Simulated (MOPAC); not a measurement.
MOPAC input (PM3):

```
PM3 1SCF CHARGE=-1 GEO-OK AUX(PRECISION=9) THREADS=1
H2BS3

S    -0.25938400 1    1.85037200 1   -0.10286500 1
B    -0.02007600 1    0.14321800 1   -0.00796200 1
S     1.69434800 1   -0.60639400 1   -0.13030600 1
S    -1.46499800 1   -1.02972500 1    0.22126000 1
H     1.42259800 1   -1.92037000 1   -0.01079300 1
H    -0.84167600 1   -2.22376600 1    0.24117100 1
```

Output:

```
 *******************************************************************************
 **                                                                           **
 **                              MOPAC v23.2.5                                **
 **                                                                           **
 *******************************************************************************
 ** MOPAC's Digital Object Identifier: https://doi.org/10.5281/zenodo.6511958 **
 **                                                                           **
 ** Please cite the open-source release paper for use of this MOPAC version:  **
 ** J. E. Moussa and J. J. P. Stewart (2026)                                  **
 ** MOPAC: An open-source semiempirical molecular orbital program             **
 ** J. Open Source Softw., 11(119), 8025, https://doi.org/10.21105/joss.08025 **
 *******************************************************************************

                              PM3 CALCULATION RESULTS

 *******************************************************************************
 *  PM3        - The PM3 Hamiltonian to be used
 *  GEO-OK     - OVERRIDE INTERATOMIC DISTANCE AND OTHER SAFETY CHECKS
 *
 *
 *
 *                 CHARGE ON SYSTEM = -1
 *
 *
 *
 *  1SCF       - DO 1 SCF AND THEN STOP
 *  AUX        - OUTPUT AUXILIARY INFORMATION
 *******************************************************************************
PM3 1SCF CHARGE=-1 GEO-OK AUX(PRECISION=9) THREADS=1
 H2BS3

   ATOM   CHEMICAL          X               Y               Z
  NUMBER   SYMBOL      (ANGSTROMS)     (ANGSTROMS)     (ANGSTROMS)

     1       S         -0.25938400  *   1.85037200  *  -0.10286500  *
     2       B         -0.02007600  *   0.14321800  *  -0.00796200  *
     3       S          1.69434800  *  -0.60639400  *  -0.13030600  *
     4       S         -1.46499800  *  -1.02972500  *   0.22126000  *
     5       H          1.42259800  *  -1.92037000  *  -0.01079300  *
     6       H         -0.84167600  *  -2.22376600  *   0.24117100  *

          CARTESIAN COORDINATES

    NO.       ATOM           X           Y           Z

     1         S         -0.2594      1.8504     -0.1029
     2         B         -0.0201      0.1432     -0.0080
     3         S          1.6943     -0.6064     -0.1303
     4         S         -1.4650     -1.0297      0.2213
     5         H          1.4226     -1.9204     -0.0108
     6         H         -0.8417     -2.2238      0.2412

  H: (PM3): J. J. P. STEWART, J. COMP. CHEM. 10, 209 (1989).
  B: (PM3): J. J. P. STEWART, J. MOL. MOD., 10, 155-164 (2004)
  S: (PM3): J. J. P. STEWART, J. COMP. CHEM. 10, 209 (1989).

           Empirical Formula: H2 S3 B  =     6 atoms

      MOLECULAR POINT GROUP   :   C2v

      RHF CALCULATION, NO. OF DOUBLY OCCUPIED LEVELS = 12

 -------------------------------------------------------------------------------
 PM3 1SCF CHARGE=-1 GEO-OK AUX(PRECISION=9) THREADS=1
 H2BS3

     1SCF WAS SPECIFIED, SO BFGS WAS NOT USED
     SCF FIELD WAS ACHIEVED

                              PM3 CALCULATION
                                                       MOPAC v23.2.5 Linux

          FINAL HEAT OF FORMATION =        -83.73775 KCAL/MOL =    -350.35873 KJ/MOL

          COSMO AREA              =        130.61 SQUARE ANGSTROMS
          COSMO VOLUME            =        122.38 CUBIC ANGSTROMS

          IONIZATION POTENTIAL    =          3.910931 EV
          HOMO LUMO ENERGIES (EV) =         -3.911  4.407
          NO. OF FILLED LEVELS    =         12
          MOLECULAR WEIGHT        =        109.0058         POINT GROUP:  C2v

          MOLECULAR DIMENSIONS (Angstroms)

            Atom       Atom       Distance
            H     5    S     1     4.12990
            S     4    S     3     3.08026
            S     3    B     2     0.00000

          SCF CALCULATIONS        =          1

   ATOM   CHEMICAL          X               Y               Z
  NUMBER   SYMBOL      (ANGSTROMS)     (ANGSTROMS)     (ANGSTROMS)

     1       S         -0.25938400  *   1.85037200  *  -0.10286500  *
     2       B         -0.02007600  *   0.14321800  *  -0.00796200  *
     3       S          1.69434800  *  -0.60639400  *  -0.13030600  *
     4       S         -1.46499800  *  -1.02972500  *   0.22126000  *
     5       H          1.42259800  *  -1.92037000  *  -0.01079300  *
     6       H         -0.84167600  *  -2.22376600  *   0.24117100  *

                             CARTESIAN COORDINATES

   1    S       -0.259384000     1.850372000    -0.102865000
   2    B       -0.020076000     0.143218000    -0.007962000
   3    S        1.694348000    -0.606394000    -0.130306000
   4    S       -1.464998000    -1.029725000     0.221260000
   5    H        1.422598000    -1.920370000    -0.010793000
   6    H       -0.841676000    -2.223766000     0.241171000

           Empirical Formula: H2 S3 B  =     6 atoms

      MOLECULAR POINT GROUP   :   C2v

                  EIGENVALUES
 -25.38549 -21.46427 -21.28143 -12.67215 -11.26497  -9.42328  -8.08436  -7.39946
  -6.46764  -5.27554  -4.42947  -3.91093   4.40722   4.76987   5.05038   5.29396
   6.21073   7.11782

              NET ATOMIC CHARGES AND DIPOLE CONTRIBUTIONS

  ATOM NO.   TYPE          CHARGE      No. of ELECS.   s-Pop       p-Pop
    1          S          -0.373896        6.3739     1.92305     4.45084
    2          B          -0.334984        3.3350     0.95091     2.38407
    3          S          -0.122083        6.1221     1.87449     4.24759
    4          S          -0.122083        6.1221     1.87449     4.24759
    5          H          -0.023477        1.0235     1.02348
    6          H          -0.023477        1.0235     1.02348
 DIPOLE           X         Y         Z       TOTAL
 POINT-CHG.     0.272    -1.940     0.108     1.962
 HYBRID         0.411    -2.935     0.163     2.968
 SUM            0.683    -4.875     0.271     4.930

          ATOMIC ORBITAL ELECTRON POPULATIONS

     Atom    s        px        py        pz
    1  S   1.92305   1.76935   1.07382   1.60767
    2  B   0.95091   0.80007   0.95368   0.63033
    3  S   1.87449   1.35785   1.01648   1.87326
    4  S   1.87449   1.33677   1.03663   1.87419
    5  H   1.02348
    6  H   1.02348

 **********************
 *                    *
 * JOB ENDED NORMALLY *
 *                    *
 **********************

 == MOPAC DONE ==
```

The dipole moment of an ion depends on the origin.

The geometry given is a B3LYP-D3(BJ)/def2-TZVP minimum.
